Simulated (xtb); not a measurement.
C2H6BF, SMILES CB(C)F. All values are semi-empirical tight-binding results from xtb (GFN2-xTB unless named), good for trends rather than for accurate numbers. Geometry: GFN2-xTB.

A frequency run showed that this geometry is not a minimum.

Computed properties:
| Property | Result |
|---|---|
| orbital gap | 5.16 eV |
| dipole moment | 1.57 D |
| static polarisability (D4 model) | 39.9 bohr³ |
| solvation energy, GFN2-xTB/ALPB(water) | -1.4 kcal/mol |
| solvation energy, GFN2-xTB/ALPB(methanol) | -3.0 kcal/mol |

**Question.** Give the IR lines (harmonic; lines under 4 % of the strongest left out, lines within 3 cm⁻¹ merged). (The exact figures need the calculation; the answer reports its results.)

**Answer.** ν (cm⁻¹): 899 (s), 1155 (s), 1272 (vs), 1379 (m), 1384 (w), 3015 (w), 3052 (w), 3062 (w) (against the strongest line: vs over 80 %, s over 45 %, m over 15 %, w over 4 %, vw less). 1 imaginary mode(s) remain.
